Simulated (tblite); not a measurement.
Species: C7H13NO.
Atom-mapped SMILES: `[CH3:1][CH2:2][NH:3][C:4](=[O:5])[CH:6]1[CH2:7][CH2:8][CH2:9]1` (hydrogens: H10, H11, H12 on C1; H13, H14 on C2; H15 on N3; H16 on C6; H17, H18 on C7; H19, H20 on C8; H21, H22 on C9)

Cartesian coordinates in Å at the GFN2-xTB level; atoms count from 1:
```
atom  x, y, z in Å
C1     3.0176   -0.9523   -0.7320
C2     2.6071   -0.0023    0.3882
N3     1.2781    0.5266    0.1806
C4     0.2252    0.2121    0.9725
O5     0.3266   -0.4665    1.9715
C6    -1.0842    0.7938    0.4716
C7    -1.6348    0.1325   -0.8110
C8    -2.9556   -0.1594   -0.0827
C9    -2.3378    0.3378    1.2329
H10    3.0298   -0.4345   -1.6896
H11    4.0116   -1.3456   -0.5385
H12    2.3200   -1.7840   -0.7950
H13    2.5801   -0.5288    1.3446
H14    3.3199    0.8270    0.4584
H15    1.1141    1.0436   -0.6686
H16   -0.9860    1.8778    0.3893
H17   -1.7123    0.7871   -1.6775
H18   -1.0892   -0.7663   -1.0945
H19   -3.2659   -1.2017   -0.0871
H20   -3.7828    0.4556   -0.4316
H21   -2.8868    1.1229    1.7474
H22   -2.1048   -0.4560    1.9398
```

All values are computed: GFN2-xTB (tblite) harmonic vibrations without scaling, gas phase. Errors from tens to a few hundred cm⁻¹ against measured bands are possible. One conformer, not necessarily the lowest.

Harmonic wavenumbers (cm⁻¹): 27.5, 52.6, 54.7, 76.6, 159.4, 218.5, 250.9, 301.8, 355.9, 450.7, 483.2, 587.5, 685.6, 728.3, 800.0, 818.0, 823.2, 891.2, 940.8, 992.9, 1026.8, 1043.6, 1070.3, 1083.4, 1089.0, 1095.7, 1126.5, 1141.4, 1182.8, 1192.1, 1199.6, 1219.8, 1240.1, 1247.8, 1255.7, 1260.6, 1297.2, 1328.5, 1404.6, 1427.1, 1456.6, 1468.5, 1471.0, 1491.4, 1492.9, 1497.7, 1749.9, 2925.1, 2956.5, 2991.1, 2991.4, 3005.2, 3007.6, 3020.8, 3022.3, 3025.8, 3026.4, 3043.9, 3052.0, 3457.2.

A = 3506, B = 885.6, C = 788.6 MHz; mass 127.100 u (most abundant isotopes); point group C1, symmetry number 1.

What is the zero-point energy?

½Σν̃ = 41893 cm⁻¹ = 119.78 kcal/mol.

Entropy at 400 K, 1 bar (ideal gas, RRHO, classical rotation)?

Translation 41.92, rotation 30.14, vibration 43.14: S = 115.2 cal/(mol K).

And Cp and H(400 K) − H(0)?

Cp = 49.83 cal/(mol K), of which vibrations give 41.89 (their classical limit is 60 R = 119.2); H(400 K) − H(0) = 11.48 kcal/mol without the zero-point energy, 8.30 from vibrations.

How do the functions run with temperature in this model?

```csv
T (K),S (cal/(mol K)),Cp (cal/(mol K)),H − H(0) (kcal/mol),G − H(0) (kcal/mol),ln q(vib)
150,82.2,23.5,2.53,-9.80,4.53
250,96.2,32.6,5.31,-18.73,7.33
298.15,102.4,38.0,7.01,-23.52,8.60
600,139.3,69.2,23.50,-60.08,16.50
900,171.3,88.1,47.34,-106.80,24.21
```

q(vib) and H(0) count from the zero-point level.

Blend soft modes into free rotors: weight 1/[1 + (100 cm⁻¹/ν̃)⁴] for the oscillator and the rest for a rotor with moment μB/(μ + B), μ = h/(8π²ν), B = 10⁻⁴⁴ kg m². What vibrational entropy results?

37.33 cal/(mol K) in place of 43.14, which changes −T·S at 400 K by +2.33 kcal/mol.

Which modes carry the vibrational entropy at 400 K?

27.5 cm⁻¹: 6.59; 52.6 cm⁻¹: 5.30; 54.7 cm⁻¹: 5.22; 76.6 cm⁻¹: 4.56; 159.4 cm⁻¹: 3.12; 218.5 cm⁻¹: 2.52 cal/(mol K); the other 54 give 15.85 together.

What must be added to the electronic energy to get the Gibbs energy at 400 K and 1 bar?

ZPE + [H(400 K) − H(0)] − T·S = 119.78 + 11.48 − 46.08 = 85.18 kcal/mol.

Hindered rotation and anharmonicity are outside this model. Other conformers, if any are populated, would add a mixing term that is left out. The structure is chiral; the term R ln 2 for an equal mix with its mirror image is left out.

Hardware: an Arm Neoverse N1 with one thread, shared host with 64 logical CPUs at a one-minute load of 60. Cost: 1.4 s of wall time. The figure is for the frequency step alone.
